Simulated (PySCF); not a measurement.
**Os: excitation energy**

Os [Xe] 4f14 5d6 6s2 (5D) → Os [Xe] 4f14 5d6 6s1 6p1 (high-spin determinant), as a difference of total energies. Calculation: PySCF 2.14, in x2c-TZVPPall (11s7p7d3f1g, 97 functions); scalar relativity by spin-free X2C-1e. Correlated levels: valence: [Xe] 4f14 frozen. The calculations carry no spin-orbit coupling.

```csv
method,excitation energy (eV)
UHF,1.450
LDA,3.483
PBE,3.181
PBE0,2.870
r2SCAN,2.883
LC-wPBE,2.451
r2SCAN0,2.696
revPBE,3.067
MP2 (valence),2.678
SCS-MP2 (valence),3.013
```

Question: How much does correlation contribute at MP2 (valence)?

Answer: 2.678 − (1.450) = 1.228 eV, measured against UHF.

A first-order spin-orbit estimate (lowest level to lowest level, LS coupling) adds 0.246 eV.

The basis was made for the ground configuration and has no added diffuse functions, so the excitation energy can come out too high.

The determinant of the upper state mixes LS terms, which raises its energy above the lowest term, most at the Hartree-Fock and MP2 levels.
